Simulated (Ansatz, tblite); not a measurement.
Cost and result up the ladder for [GeI3]- (GeI3⁻) (4 atoms). Total charge -1; singlet. Geometry: PBE0-D4/def2-SVPD.

```xyz
4

Ge    0.5777    0.7641   -0.0848
I    -1.3956    0.4416   -1.9005
I    -0.8655    0.4921    2.1830
I     1.6834   -1.6978   -0.1977
```

Ansatz on 4 threads of Arm Neoverse V2 on a shared host; xTB runs through tblite on one thread. Times are rough, summed over both states, and most runs start from the orbitals of an earlier one. PBE0-D4/def2-TZVPD serves as the yardstick here, not as an exact answer. The other state is a triplet.

In the def2 sets I takes a core potential; there is no spin–orbit coupling. The xTB rows come from tblite.

xTB has no spin-polarisation term.

```csv
level,functions,wall time
GFN1-xTB,36,0.008 s
GFN2-xTB,36,0.009 s
PBE-D4/def2-TZVPD (with forces),231,7.9 s
r2SCAN-D4/def2-TZVPD,231,18 s
PBE0-D4/def2-TZVPD,231,25 s
```

Problem. Estimate what each level gives for the vertical triplet (eV).

Solution. 
| level | vertical triplet (eV) | difference from PBE0-D4/def2-TZVPD (eV) | remarks |
| --- | --- | --- | --- |
| GFN1-xTB | 3.89 | 0.81 | – |
| GFN2-xTB | 5.35 | 2.27 | – |
| PBE-D4/def2-TZVPD (with forces) | 2.95 | -0.13 | HOMO above zero (triplet) |
| r2SCAN-D4/def2-TZVPD | 2.99 | -0.08 | HOMO above zero (triplet) |
| PBE0-D4/def2-TZVPD | 3.08 | 0.00 | HOMO above zero (triplet) |
